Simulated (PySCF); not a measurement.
**Cost of excited-state runs on `CCC(=O)O[Si@H]([SiH3])C[SiH3]`, C$_{4}$H$_{14}$O$_{2}$Si$_{3}$**

Molfile (atoms numbered from 1):
```
C4H14O2Si3
     RDKit          3D

 23 22  0  0  0  0  0  0  0  0999 V2000
   -4.0630    0.0121    0.1398 C   0  0  0  0  0  0  0  0  0  0  0  0
   -2.7883   -0.2011    0.9426 C   0  0  0  0  0  0  0  0  0  0  0  0
   -1.5537    0.2470    0.1936 C   0  0  0  0  0  0  0  0  0  0  0  0
   -1.5785    0.7558   -0.9020 O   0  0  0  0  0  0  0  0  0  0  0  0
   -0.4464    0.0291    0.8600 O   0  0  0  0  0  0  0  0  0  0  0  0
    1.0945    0.4634    0.2943 Si  0  0  2  0  0  4  0  0  0  0  0  0
    0.8546    1.2750   -1.8494 Si  0  0  0  0  0  4  0  0  0  0  0  0
    2.0865   -1.1383    0.5363 C   0  0  0  0  0  0  0  0  0  0  0  0
    3.9545   -0.8833    0.3477 Si  0  0  0  0  0  4  0  0  0  0  0  0
   -4.9304   -0.2934    0.7193 H   0  0  0  0  0  0  0  0  0  0  0  0
   -4.1672    1.0605   -0.1261 H   0  0  0  0  0  0  0  0  0  0  0  0
   -4.0305   -0.5664   -0.7798 H   0  0  0  0  0  0  0  0  0  0  0  0
   -2.8180    0.3586    1.8811 H   0  0  0  0  0  0  0  0  0  0  0  0
   -2.6554   -1.2546    1.2004 H   0  0  0  0  0  0  0  0  0  0  0  0
    1.4451    1.3907    1.3826 H   0  0  0  0  0  0  0  0  0  0  0  0
    0.1351    2.5440   -1.9285 H   0  0  0  0  0  0  0  0  0  0  0  0
    2.2127    1.5618   -2.3631 H   0  0  0  0  0  0  0  0  0  0  0  0
    0.2921    0.3002   -2.7858 H   0  0  0  0  0  0  0  0  0  0  0  0
    1.8778   -1.5507    1.5242 H   0  0  0  0  0  0  0  0  0  0  0  0
    1.7605   -1.8924   -0.1820 H   0  0  0  0  0  0  0  0  0  0  0  0
    4.6503   -2.1498    0.6026 H   0  0  0  0  0  0  0  0  0  0  0  0
    4.2474   -0.4253   -1.0103 H   0  0  0  0  0  0  0  0  0  0  0  0
    4.4155    0.1156    1.3125 H   0  0  0  0  0  0  0  0  0  0  0  0
  1  2  1  0
  2  3  1  0
  3  4  2  0
  3  5  1  0
  5  6  1  0
  6  7  1  0
  6  8  1  0
  8  9  1  0
  1 10  1  0
  1 11  1  0
  1 12  1  0
  2 13  1  0
  2 14  1  0
  6 15  1  1
  7 16  1  0
  7 17  1  0
  7 18  1  0
  8 19  1  0
  8 20  1  0
  9 21  1  0
  9 22  1  0
  9 23  1  0
M  END
```

PySCF with density fitting, on 1 thread of an Intel Xeon, shared host. Command: `OMP_NUM_THREADS=1 python excited_run.py task.json out`

Problem. How long does each of these runs take, and how much memory?
- vibronic structure, BHandHLYP/3-21G; full response; 10 K
- vibronic structure, PBE0/def2-SV(P); full response; writes grids

Solution. 
| run | level | basis functions | wall time | peak memory (GiB) |
| --- | --- | --- | --- | --- |
| vibronic structure | BHandHLYP/3-21G | 121 | 110 s | 0.98 |
| vibronic structure | PBE0/def2-SV(P) | 166 | 2.9 min | 1.1 |

Times from a shared host are rough.
